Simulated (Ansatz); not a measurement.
```yaml
crystal:
  periodic: [false, false, false]
  atoms:
    - {symbol: O, position_ang: [0.470525, 0.963154, -1.891265]}
    - {symbol: B, position_ang: [0.706660, 0.886214, -0.560174]}
    - {symbol: Si, position_ang: [0.393162, -0.852946, 0.407065]}
    - {symbol: Zn, position_ang: [-1.813190, -0.870446, 1.306577]}
    - {symbol: H, position_ang: [0.609294, 1.842293, -2.255008]}
    - {symbol: H, position_ang: [1.044222, 1.881598, 0.033253]}
    - {symbol: H, position_ang: [1.364140, -0.983511, 1.535734]}
    - {symbol: H, position_ang: [0.573457, -2.039877, -0.481909]}
    - {symbol: H, position_ang: [-3.259672, -0.872776, 1.888527]}
basis:
  gaussian: {orbitals: def2-mTZVP, fitting: {mean_field: cc-pVTZ-jkfit}}
hamiltonian: {xc: {name: PBE}}
scf: {lower_state_search: light}
output: {forces: true}
```

```sh
$ ansatz run in.yaml --threads 4 --pin off --events-out ev --progress --plain --max-ram 10444MiB
```

**Question.** How does Ansatz answer? (Best estimate.)

**Answer.** The calculation gave: The input was rejected before any iteration.
```
Functional definition: PBE
Error: <dir> the basis set cc-pVTZ-JKFIT has no functions for Zn
```
